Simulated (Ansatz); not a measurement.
Reaction (isomerisation): `FCC(F)(F)OCC(F)(F)F` → `FCC(F)(F)COC(F)(F)F`

Isolated molecules relaxed with PBE0-D4/def2-TZVP in Ansatz; ΔE leaves out vibrations. CCSD(T)/CBS adds triple-zeta CCSD(T) − MP2 to the extrapolated MP2 energy (def2 sets, frozen cores). DFT in def2-TZVPP. B3LYP here is the variant with VWN-RPA as its local correlation; programs differ in this. One conformer a species, not always the lowest.

Problem. Is it downhill or uphill in electronic energy at CCSD(T)/CBS, and by how much? (An estimate is asked.)

Solution. Ansatz gave: Nearly level: ΔE = -1.4 kJ/mol.

Problem. What do these levels give: B97M-V, B3LYP-D4, BHLYP-D4, revPBE, HF/def2-TZVPP, MP2/def2-TZVPP? (An estimate is asked.)

Solution. Computed: B97M-V -3.3, B3LYP-D4 -0.8, BHLYP-D4 -2.1, revPBE 1.6, HF/def2-TZVPP -1.2, MP2/def2-TZVPP -3.2 kJ/mol.

Largest T1 diagnostic among the species: 0.012.

Leaving LDA and LC-ωPBE aside and taking each functional with its dispersion term where it has one, the values, not all of them listed here, spread over 3.6 kJ/mol, from B97M-V to BLYP-D4. At CCSD(T), def2-SVP lies −5.8 kJ/mol from the extrapolated value and def2-TZVPP −1.2 kJ/mol. From BLYP to BHLYP (50 % exact exchange), in def2-TZVPP and without D4, ΔE moves by −3.1 kJ/mol.
